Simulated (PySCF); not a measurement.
**Electron correlation in Gd³⁶⁺ (gadolinium, charge +36)**

Starting occupation: [Ar] 3d10. Computed with PySCF 2.14 in an uncontracted even-tempered set (18 s from 2.4 bohr⁻², ratio 2.6; 15 p from 3.1 bohr⁻², ratio 2.6; 10 d from 3.1 bohr⁻², ratio 2.6; 6 f from 3.2 bohr⁻², ratio 2.8), with X2C-1e with screened-nucleus spin-orbit coupling, Gaussian nucleus. Frozen: [Ar]; 10 electrons correlated; the 98 highest virtual spinors left out.

MP2 pair energies summed by pair of shells (mhartree):

```tsv
pair	energy	share (%)
3d3/2-3d5/2	-187.98	49.7
3d5/2-3d5/2	-132.84	35.1
3d3/2-3d3/2	-57.32	15.2
```

Total MP2 correlation energy: -378.14 mhartree.

The virtual space was cut to 70 spinors, which keep -373.52 of the -378.14 mhartree of MP2 correlation.

```tsv
level	correlation energy (mhartree)
CCSD	-369.23
(T)	-0.23
CCSD(T)	-369.46
```

Diagnostics: T1 = 6.9e-05, largest double amplitude 0.006.

**Question.** Is a single reference adequate?

**Answer.** Yes: T1 lies below 0.03 and no double amplitude reaches 0.07.

At this charge the one-electron X2C treatment keeps the bare 1/r₁₂, with no two-electron picture change or Breit term. The effect here is smaller than on the frozen 1s shell.
